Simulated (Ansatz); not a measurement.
`[O]=[Mo]([OH])([F])([Cl])[Cl]`. Charge 0, multiplicity 1. Correlated methods include outer-core shells of Mo, which these sets cover unevenly. Mo: def2 effective core potential.

Cartesian coordinates in Å:
```
O -1.7968 0.4257 0.5019
Mo -0.2745 -0.1112 0.2075
O 0.5247 1.3537 -0.5954
F 0.7752 0.2444 1.6939
Cl -0.3120 -2.2375 1.0381
Cl -0.3219 -1.0891 -1.8658
H 1.4053 1.4139 -0.9803
```

Q: Give the diagnostics of a CCSD(T)/def2-TZVPP run (frozen core, Ansatz 0.2.0). (An estimate is asked.)

A: The calculation gave: T1 = 0.0241, largest single amplitude 0.065, largest double 0.043, (T) share of the correlation energy 5.5 %, 15 CCSD cycles. The RHF solution is stable towards an unrestricted one. T1 lies over the customary mark of 0.02 for closed shells; compounds of d metals often pass it without a breakdown.
